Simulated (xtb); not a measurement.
xtb input:

```bash
xtb mol.xyz --gfn 1 --sp --chrg -1 --uhf 0
```
mol.xyz:
```
10

C      1.94601255     0.05728610    -0.34815789
Ge     0.12730897    -0.03865301    -0.00907551
O     -0.76956114    -1.09364960    -1.19332389
O     -0.62523016     1.64314273    -0.06258058
O     -0.83072933    -0.52875982     1.50627308
H      2.48604034     0.56304081     0.45519824
H      2.38628424    -0.91418176    -0.57617502
H     -1.56289211    -1.37188961    -0.72305241
H     -0.01193472     2.16401141    -0.59239602
H     -1.24329533     0.28633272     1.81284001
```

**Question.** Predict the final energy.

**Answer.** -20.78972 Eh (GFN1-xTB).

It need not be the lowest isomer of its formula. Whether it binds its extra electron was not tested at this geometry.
